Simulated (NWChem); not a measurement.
All runs are NWChem calculations. System: CH₃S, charge 0, spin multiplicity 2, at a geometry optimised with UPBE0/def2-SVP. The structure started from a generated list of species. Its SCF solution wasn't tested for a lower state. Level: G0W0@UPBE/def2-TZVPD, RI basis def2-tzvpd-rifit.

Input file:

```
start mol
memory heap 200 mb stack 700 mb global 1700 mb
geometry units angstroms nocenter noautoz noautosym
  C     -1.033350     0.470235     0.064768
  S      0.497951    -0.311638    -0.028602
  H     -1.911062    -0.175805     0.037741
  H     -1.132517     1.552008    -0.018366
  H      1.276456     0.788590     0.049649
end
basis spherical
  * library def2-tzvpd
end
basis "ri basis" bse spherical
  * library def2-tzvpd-rifit
end
dft
  xc xpbe96 cpbe96
  odft
  mult 2
  iterations 100
  direct
  tolerances tight
end
task dft energy
gw
  states alpha occ 4 vir 2
  states beta occ 4 vir 2
end
task dft gw
```

Part of the output:

```
             Northwest Computational Chemistry Package (NWChem) 7.3.0
             --------------------------------------------------------

                                NWChem Input Module
                                -------------------

 Scaling coordinates for geometry "geometry" by  1.889725989
 (inverse scale =  0.529177249)

                             Geometry "geometry" -> ""
                             -------------------------

 Output coordinates in angstroms (scale by  1.889725989 to convert to a.u.)

  No.       Tag          Charge          X              Y              Z
 ---- ---------------- ---------- -------------- -------------- --------------
    1 C                    6.0000    -1.03335000     0.47023500     0.06476800
    2 S                   16.0000     0.49795100    -0.31163800    -0.02860200
    3 H                    1.0000    -1.91106200    -0.17580500     0.03774100
    4 H                    1.0000    -1.13251700     1.55200800    -0.01836600
    5 H                    1.0000     1.27645600     0.78859000     0.04964900

 Effective nuclear repulsion energy (a.u.)      50.5371023682

            Nuclear Dipole moment (a.u.)
            ----------------------------
        X                 Y               Z
 ---------------- ---------------- ----------------
    -0.0000132281    -0.0000094486    -0.0000000000


 Summary of "ao basis" -> "" (spherical)
 ------------------------------------------------------------------------------
       Tag                 Description            Shells   Functions and Types
 ---------------- ------------------------------  ------  ---------------------
 *                         def2-tzvpd                 on all atoms

 new library libraries.bse/

 Summary of "ri basis" -> "" (spherical)
 ------------------------------------------------------------------------------
       Tag                 Description            Shells   Functions and Types
 ---------------- ------------------------------  ------  ---------------------
 *                      def2-tzvpd-rifit              on all atoms

  pbe96 is a nonlocal functional; adding pw91lda local functional.
[...]
     2   2 0 0    -13.795379    -39.559435    -34.723521     60.487577
     2   1 1 0      1.023376     11.844787      9.938943    -20.760354
     2   1 0 1      0.154045      1.397121      0.961689     -2.204765
     2   0 2 0    -14.261815    -18.518062    -16.963474     21.219721
     2   0 1 1     -0.002976     -0.695082     -0.484082      1.176187
     2   0 0 2    -17.227228    -10.006045     -7.372900      0.151718

 Task  times  cpu:       13.1s     wall:       13.1s

                                NWChem Input Module
                                -------------------

                                 NWChem GW Module
                                 ----------------

                             ***********************
                             ***        GW       ***
                             ***********************

 Summary of "ri basis" -> "ri basis" (spherical)
 ------------------------------------------------------------------------------
       Tag                 Description            Shells   Functions and Types
 ---------------- ------------------------------  ------  ---------------------
 C                      def2-tzvpd-rifit            26       92   9s7p5d4f1g
 S                      def2-tzvpd-rifit            33      129   10s8p7d6f2g
 H                      def2-tzvpd-rifit            10       24   5s3p2d

                 Memory Information
                 ------------------
          Available GA per process is          1699.8 MBs
          Available stack per process is        700.0 MBs
          Available heap per process is           0.0 MBs

          Peak memory in Initialization
              Peak GA per process is                  7.9 MBs
              Peak stack per process is               0.1 MBs
              Peak heap per process is                8.1 MBs
              Memory not in MA per process            0.0 MBs

          Peak memory in AFF Calculation
              Peak GA per process is                 57.8 MBs
              Peak stack per process is              45.3 MBs
              Peak heap per process is                0.0 MBs
              Memory not in MA per process           45.3 MBs

          Computing 2-center integrals
          Computing Inverse Cholesky factor
          Computing 3-center integrals
          Computing V_xc ...

          Computing Sigma_x
          Computing RPA polarizability
          Solving quasiparticle equations

                  Alpha Orbitals
          State     Energy (eV)     Error (eV)
          -----------------------------------
@GW        10        -13.685           0.003
@GW        11        -12.048           0.003
@GW        12        -11.425           0.001
@GW        13         -7.008           0.002
@GW        14          1.637           0.002
@GW        15          1.755           0.004

                   Beta Orbitals
          State     Energy (eV)     Error (eV)
          -----------------------------------
@GW         9        -15.124           0.005
@GW        10        -13.441           0.002
@GW        11        -11.784           0.002
@GW        12        -10.115           0.002
@GW        13          0.251           0.002
@GW        14          1.723           0.002

   Applying  -2.9346 eV scissor-shift to rest of particle states

   Applying   2.6260 eV scissor-shift to rest of hole states

   Applying  -2.9942 eV scissor-shift to rest of particle states

   Applying   2.7624 eV scissor-shift to rest of hole states

     GW Timing Statistics
   ------------------------
   Init.   :          0.0s
     ERIs  :          0.5s
     Distr.:          0.0s
     Vxc   :          0.5s
   Sigma_x :          0.0s
   RPA     :          2.5s
   Wmn     :          0.1s
   Sigma_c :          0.1s
   GW total:          3.6s

 Task  times  cpu:        3.6s     wall:        3.6s

 Total times  cpu:       16.7s     wall:       16.7s
```
